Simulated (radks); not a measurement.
Ionisation of the erbium ion Er2+, [Xe] 4f12, to [Xe] 4f11 as the strength of local exchange is varied. Calculated with a radial shooting solver on a logarithmic mesh with Libxc functionals: scalar-relativistic Kohn-Sham, Slater X-alpha exchange (alpha = 2/3 is LDA exchange), no correlation, spin-polarised, spherical densities, finite nucleus; open shells are filled with parallel spins first (spin-orbit coupling, left out, can overturn this in heavy ions); Fermi nuclear charge, rms radius 5.2516 fm.

\begin{tabular}{lrrrrr}
alpha & E(Er2+) (hartree) & exchange (hartree) & IE (eV) & -e of the level emptied (eV) & <r> of it (bohr) \\ \hline
0.575 & -13033.1580 & -225.4246 & 21.432 & 13.346 (4f) & 0.8548 \\
0.667 & -13069.4331 & -262.3016 & 23.718 & 15.294 (4f) & 0.8338 \\
0.694 & -13080.1002 & -273.1656 & 24.415 & 15.898 (4f) & 0.8281 \\
0.725 & -13092.3596 & -285.6622 & 25.230 & 16.609 (4f) & 0.8218 \\
0.759 & -13105.8199 & -299.3965 & 26.142 & 17.409 (4f) & 0.8152 \\
0.773 & -13111.3668 & -305.0604 & 26.522 & 17.745 (4f) & 0.8125 \\
0.91 & -13165.7824 & -360.7502 & 30.398 & 21.209 (4f) & 0.7882 \\
0.93 & -13173.7468 & -368.9201 & 30.987 & 21.741 (4f) & 0.7849 \\
\end{tabular}

NIST Atomic Spectra Database: 22.70 eV (semi-empirical). The Delta-SCF value meets it near alpha = 0.63. Open shells are spherical and high-spin; term and fine-structure splittings are not resolved. Spin-orbit splitting is averaged out at the scalar-relativistic level.
